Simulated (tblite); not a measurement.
A tight-binding relaxation on `C=CP(/C=C/C)COC`.

Computed with GFN2-xTB geometry optimisation, gas phase (tblite 0.8.0). Start geometry: from a force field or distance geometry. A driver script takes a list of jobs; this job's settings line and coordinates (Å) are shown.

Command:
```bash
OMP_NUM_THREADS=1 python probes_run.py task.json out
```

Input:
```
{"job": {"kind": "relax", "xc": "GFN2-xTB", "basis": "xTB"}, "charge": 0, "multiplicity": 1}
C     -1.098400    -3.256800     0.257000
C     -1.206200    -1.950600    -0.025100
P      0.136100    -0.753300     0.367800
C     -0.450800     0.913400    -0.238800
C     -1.544700     1.386800     0.330400
C     -2.038700     2.720200    -0.137900
C      1.685300    -1.117800    -0.605600
O      2.355200     0.076000    -0.883400
C      2.665300     0.671200     0.332100
H     -0.178800    -3.587000     0.738400
H     -1.906800    -3.968100     0.026400
H     -2.109800    -1.569500    -0.487600
H      0.111000     1.441400    -1.002700
H     -2.054700     0.805600     1.093300
H     -2.303300     2.727800    -1.210700
H     -2.905400     3.038000     0.497500
H     -1.217800     3.490800     0.004300
H      2.341200    -1.736800     0.076100
H      1.471000    -1.660400    -1.539600
H      3.199100     1.636700     0.192000
H      3.315900    -0.046200     0.895000
H      1.725100     0.757900     0.919500
```

Output:
```
step      E/eV     max force
  0    -764.24277    2.003
  1    -764.45247    1.137
  2    -764.58045    0.795
  3    -764.64199    0.606
  4    -764.69318    0.458
  5    -764.71978    0.424
  6    -764.75560    0.423
  7    -764.78904    0.539
  8    -764.82430    0.568
  9    -764.85302    0.482
... (223 lines left out)
233    -765.11132    0.022
234    -765.11140    0.021
235    -765.11148    0.021
236    -765.11156    0.018
237    -765.11163    0.020
238    -765.11169    0.018
239    -765.11175    0.020
240    -765.11180    0.022
241    -765.11184    0.016
242    -765.11186    0.008
```

«max force» is the largest atomic force in eV/Å.

From which step on does the largest force stay under 0.1 eV/Å, and how much energy is left to gain from there?

From step 200 (0.046 eV/Å), 7.2 meV above the end.

In short: energy lowered by 20.0 kcal/mol over 242 steps; largest atomic force 0.008 eV/Å at the end.
Labels such as C1 count atoms from 1, the log's own numbers from 0.
